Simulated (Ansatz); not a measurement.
Stepwise reaction of `C[CH](C)[Ga]([CH](C)C)[CH](C)C` with water, as a gas-phase model of exchange steps in deposition or etching. ΔE in kJ/mol.

Isolated molecules relaxed with PBE0-D4/def2-TZVP in Ansatz; ΔE leaves out vibrations. CCSD(T)/CBS is the MP2 limit (def2-TZVPP, def2-QZVPP) plus CCSD(T) − MP2 in def2-TZVPP, frozen cores. This one scheme is used for every species. DFT in def2-TZVPP. B3LYP here is the variant with VWN-RPA as its local correlation; programs differ in this. For Ga outer-core shells are correlated without core-valence functions, which leaves a few kJ/mol of doubt a bond. Scalar relativity is left out up to krypton. One conformer a species, not always the lowest.

```tsv
step	reaction	PBE-D4	B3LYP-D4	ωB97M-V	CCSD(T)/CBS
1	`C[CH](C)[Ga]([CH](C)C)[CH](C)C` + H₂O → `C[CH](C)[Ga]([OH])[CH](C)C` + `CCC`	-103.5	-109.4	-108.0	-102.3
3	`C[CH](C)[Ga]([OH])[OH]` + H₂O → `[OH][Ga]([OH])[OH]` + `CCC`	-63.3	-70.8	-71.3	-64.0
```

Problem. Give the row of step 2, `C[CH](C)[Ga]([OH])[CH](C)C` + H₂O → `C[CH](C)[Ga]([OH])[OH]` + `CCC`. (Estimate.)

Solution. The calculation gave: 
| step | reaction | PBE-D4 | B3LYP-D4 | ωB97M-V | CCSD(T)/CBS |
| --- | --- | --- | --- | --- | --- |
| 2 | `C[CH](C)[Ga]([OH])[CH](C)C` + H₂O → `C[CH](C)[Ga]([OH])[OH]` + `CCC` | -86.4 | -93.5 | -92.8 | -86.5 |

Problem. By hand: ΔE of the 3 steps together at CCSD(T)/CBS.

Solution. (-102.3) + (-86.5) + (-64.0) = -252.8 kJ/mol, or -84.3 kJ/mol a step.

In ΔE each step is higher than the one before. All are downhill at CCSD(T)/CBS. PBE-D4 differs from CCSD(T)/CBS by -1.2 to 0.7 kJ/mol a step. Only this route is followed, and other bonds may react first. Isolated molecules leave out the surface, adducts and barriers. Largest T1 diagnostic: 0.014.
